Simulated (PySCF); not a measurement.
CH₃Te (SMILES C[Te]), doublet, geometry from GFN2-xTB (core potentials on Te).

Here is a job for PySCF.
```python
from pyscf import gto, scf, dft

mol = gto.M(
    atom='''
C    -1.821513   -0.031557   -0.001758
Te    0.336193    0.005824    0.000325
H    -2.170338   -0.807471   -0.668698
H    -2.181947   -0.230236    0.997814
H    -2.200660    0.924181   -0.335441
''',
    basis='def2-svp',
    ecp={'Te': 'def2-svp'},
    charge=0,
    spin=1,
    verbose=4,
)

mf = dft.UKS(mol)
mf.xc = 'wb97x'
mf.kernel()
```

What does this run give for the Mulliken (on the basis functions themselves) charges in atom order, HOMO energy, dipole moment, <S^2>, nuclear repulsion energy, total energy?


The Mulliken (on the basis functions themselves) charges in atom order is C1 -0.26, Te2 0.01, H3 0.08, H4 0.08, H5 0.08. The HOMO energy comes out as -7.97 eV, the dipole moment is 1.10 D and the <S^2> is 0.752. The nuclear repulsion energy comes out as 59.0363 Eh. The total energy comes out as -307.899609 Ha.

These values belong to the state on which the SCF converged, which isn't shown to be the lowest.

Roughly what does it cost on one core?

about 12 core-seconds (a rough figure).
